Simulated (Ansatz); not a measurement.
A nudged elastic band was laid between two geometries of CH3NSe2 (7 atoms, charge 0, multiplicity 1).

Method: Ansatz 0.2.0, RKS B3LYP/def2-SVP.

```
movable images  : 7
climbing image  : yes
spring          : 5.0 eV/Å²
optimiser       : quadratic models (default)
start path      : IDPP
force threshold : 0.05 eV/Å
iteration limit : 60
end points      : relaxed
```

Initial state:

```xyz
7
Properties=species:S:1:pos:R:3
N -1.399 -0.968 0.433
C -0.359 -0.304 0.186
Se 0.648 0.354 1.705
Se 0.299 0.070 -1.625
H -1.933 -1.224 -0.404
H 1.882 0.640 0.950
H 0.924 1.363 -1.290
```

Final state:

```xyz
7
Properties=species:S:1:pos:R:3
N -1.329 -1.064 0.431
C -0.380 -0.273 0.187
Se 0.594 0.428 1.706
Se 0.137 0.295 -1.620
H -1.757 -1.465 -0.409
H 1.229 1.539 0.973
H 1.568 0.472 -1.313
```

Problem. What changes between the two ends?

Solution. No bond is made or broken. The dihedral Se3–C2–Se4–H7 goes from -31 to 31°. The two ends are copies of one structure, up to a mirror image or an exchange of like atoms.

Problem. What energy profile does the band end with?

Solution. It converged. The highest image is number 4 of 0 to 8, 0.5 kcal/mol above the ends, which have the same energy within 2 meV. A vibrational analysis at the climbing image gives one clearly imaginary mode, 180i cm⁻¹: a first-order saddle point.

```csv
image,path coordinate (Å),energy (kcal/mol),dihedral Se3–C2–Se4–H7 (°)
0,0.00,0.0,-31
1,0.18,0.1,-24
2,0.36,0.2,-16
3,0.54,0.4,-8
4,0.72,0.5,0
5,0.90,0.4,8
6,1.09,0.2,17
7,1.27,0.1,24
8,1.45,0.0,31
```

Problem. What is the geometry of the highest image?

Solution. 
```xyz
7
Properties=species:S:1:pos:R:3
N -1.356 -1.060 0.432
C -0.377 -0.310 0.178
Se 0.594 0.362 1.713
Se 0.159 0.172 -1.642
H -1.854 -1.402 -0.396
H 1.590 1.146 0.960
H 1.306 1.025 -1.290
```

Problem. What are the harmonic wavenumbers there?

Solution. 180i, 132, 183, 311, 379, 495, 663, 792, 828, 864, 1154, 1691, 2420, 2435, 3479 cm⁻¹.

Time of the run: 2.5 min on 2 threads of Arm Neoverse V1, with other jobs on the host, peak memory 0.27 GiB.
